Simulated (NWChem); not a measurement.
System: CH4GeOS, singlet; SMILES C[O][Ge][SH]

The following NWChem deck was run.

```
start job
memory heap 200 mb stack 900 mb global 1100 mb
geometry units angstroms
  Ge     0.330863    -0.269680     0.484509
  O     -1.209189    -0.523225    -0.359227
  C     -2.289901    -1.415762    -0.262549
  H     -3.205124    -0.838803    -0.061669
  H     -2.404362    -1.933529    -1.208603
  H     -2.154256    -2.151792     0.534835
  S      0.891195     1.503773    -0.791727
  H      2.039887     1.708441    -0.152024
end
basis spherical
  * library def2-svp
end
dft
  xc xpbe96 cpbe96
  disp vdw 4
  iterations 150
end
driver
  maxiter 120
end
task dft optimize
task dft freq
```

Output (shortened):

```
             Northwest Computational Chemistry Package (NWChem) 7.3.0
             --------------------------------------------------------

 C1  symmetry detected

                             Geometry "geometry" -> ""
                             -------------------------

 Output coordinates in angstroms (scale by  1.889725989 to convert to a.u.)

  No.       Tag          Charge          X              Y              Z
 ---- ---------------- ---------- -------------- -------------- --------------
    1 Ge                  32.0000     0.70398439     0.05454153    -0.00040547
    2 O                    8.0000    -0.60033404    -1.14823139    -0.00554360
    3 C                    6.0000    -0.69472369    -2.54999569     0.00185948
    4 H                    1.0000    -1.25102258    -2.85989328     0.89927947
    5 H                    1.0000    -1.24362880    -2.87034754    -0.87693517
    6 H                    1.0000     0.28540941    -3.03502207     0.00889341
    7 S                   16.0000    -0.72478252     1.79996725    -0.00030247
    8 H                    1.0000     0.24927643     2.70628316     0.01976870

 Effective nuclear repulsion energy (a.u.)     333.9794982988

                                Z-matrix (autoz)
                                --------

 Units are Angstrom for bonds and degrees for angles

[...]

      ----------------------
      Optimization converged
      ----------------------

  Step       Energy      Delta E   Gmax     Grms     Xrms     Xmax
  ---- ---------------- -------- -------- -------- -------- --------
@    6   -2589.88300198 -5.9D-07  0.00017  0.00004  0.00077  0.00166
                                     ok       ok       ok       ok

                                Z-matrix (autoz)
                                --------

 Units are Angstrom for bonds and degrees for angles

[...]

 Rotational Constants
 --------------------
 A=   0.268564 cm-1  (  0.386395 K)
 B=   0.069542 cm-1  (  0.100053 K)
 C=   0.055833 cm-1  (  0.080329 K)

 Temperature                      =   298.15K
 frequency scaling parameter      =   1.0000

 Zero-Point correction to Energy  =   31.041 kcal/mol  (  0.049467 au)
 Thermal correction to Energy     =   35.107 kcal/mol  (  0.055947 au)
 Thermal correction to Enthalpy   =   35.700 kcal/mol  (  0.056891 au)

 Total Entropy                    =   81.637 cal/mol-K
   - Translational                =   40.658 cal/mol-K (mol. weight = 137.9202)
   - Rotational                   =   26.827 cal/mol-K (symmetry #  =        1)
   - Vibrational                  =   14.151 cal/mol-K

 Cv (constant volume heat capacity) =   19.659 cal/mol-K
   - Translational                  =    2.979 cal/mol-K
   - Rotational                     =    2.979 cal/mol-K
   - Vibrational                    =   13.700 cal/mol-K

[normal modes left out]

 ----------------------------------------------------------------------------
 Normal Eigenvalue ||           Projected Infra Red Intensities
  Mode   [cm**-1]  || [atomic units] [(debye/angs)**2] [(KM/mol)] [arbitrary]
 ------ ---------- || -------------- ----------------- ---------- -----------
    1       -0.000 ||    0.000441           0.010         0.430       0.173
    2       -0.000 ||    0.000172           0.004         0.168       0.067
    3       -0.000 ||    0.000866           0.020         0.844       0.339
    4       -0.000 ||    0.001090           0.025         1.063       0.427
    5        0.000 ||    0.000078           0.002         0.076       0.030
    6        0.000 ||    0.000036           0.001         0.035       0.014
    7      117.554 ||    0.003234           0.075         3.152       1.266
    8      122.506 ||    0.000148           0.003         0.144       0.058
    9      136.571 ||    0.003037           0.070         2.961       1.189
   10      248.383 ||    0.003888           0.090         3.790       1.523
   11      325.874 ||    0.009792           0.226         9.546       3.835
   12      374.784 ||    0.045870           1.058        44.716      17.964
   13      581.729 ||    0.075121           1.733        73.232      29.419
   14      690.755 ||    0.010099           0.233         9.845       3.955
   15     1079.885 ||    0.224796           5.186       219.142      88.036
   16     1129.671 ||    0.000255           0.006         0.248       0.100
   17     1153.649 ||    0.016781           0.387        16.359       6.572
   18     1407.253 ||    0.001022           0.024         0.996       0.400
   19     1414.681 ||    0.030125           0.695        29.367      11.798
   20     1425.567 ||    0.008819           0.203         8.597       3.454
   21     2613.377 ||    0.001651           0.038         1.609       0.646
   22     2900.736 ||    0.106180           2.450       103.510      41.583
   23     2987.923 ||    0.040881           0.943        39.852      16.010
   24     3013.041 ||    0.028450           0.656        27.735      11.142
 ----------------------------------------------------------------------------
```

Level: PBE-D3(BJ)/def2-SVP. Low-valent species are run as closed-shell singlets; no triplet was tried in these runs.
